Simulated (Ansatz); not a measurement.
## C4F6 (SMILES FC1=C(F)C(F)(F)C1(F)F): methods side by side

C4F6: 10 atoms, total charge 0, spin state singlet. As SMILES, `FC1=C(F)C(F)(F)C1(F)F`. Geometry: optimised at r2SCAN/def2-SVP.

Each level gives the adiabatic ionisation energy (to the doublet cation, shapes relaxed at r2SCAN/def2-SVP, no zero-point term) (eV). The values are calculated.

```json
{"level": "SVWN5/def2-SVP", "kind": "LDA", "program": "Ansatz", "value (eV)": "10.69", "less CCSD(T)/def2-SVP": "-0.21"}
{"level": "BLYP/def2-SVP", "kind": "GGA", "program": "Ansatz", "value (eV)": "10.32", "less CCSD(T)/def2-SVP": "-0.58"}
{"level": "r2SCAN/def2-SVP", "kind": "meta-GGA", "program": "Ansatz", "value (eV)": "10.67", "less CCSD(T)/def2-SVP": "-0.23"}
{"level": "B3LYP/def2-SVP", "kind": "global hybrid", "program": "Ansatz", "value (eV)": "10.80", "less CCSD(T)/def2-SVP": "-0.10"}
{"level": "wB97M-V/def2-SVP", "kind": "range-separated hybrid", "program": "Ansatz", "value (eV)": "10.83", "less CCSD(T)/def2-SVP": "-0.07"}
{"level": "B2PLYP/def2-SVP", "kind": "double hybrid", "program": "Ansatz", "value (eV)": "10.84", "less CCSD(T)/def2-SVP": "-0.06"}
{"level": "RPA@PBE/def2-SVP", "kind": "RPA", "program": "Ansatz", "value (eV)": "10.87", "less CCSD(T)/def2-SVP": "-0.03"}
{"level": "MP2/def2-SVP", "kind": "perturbation theory", "program": "Ansatz", "value (eV)": "11.04", "less CCSD(T)/def2-SVP": "+0.14"}
{"level": "CCSD(T)/def2-SVP", "kind": "coupled cluster or CI", "program": "Ansatz", "value (eV)": "10.90", "less CCSD(T)/def2-SVP": "0.00"}
```

Differences are taken from CCSD(T)/def2-SVP for orientation; it has basis-set and higher-order errors of its own. The values span 10.32 to 11.04 eV.
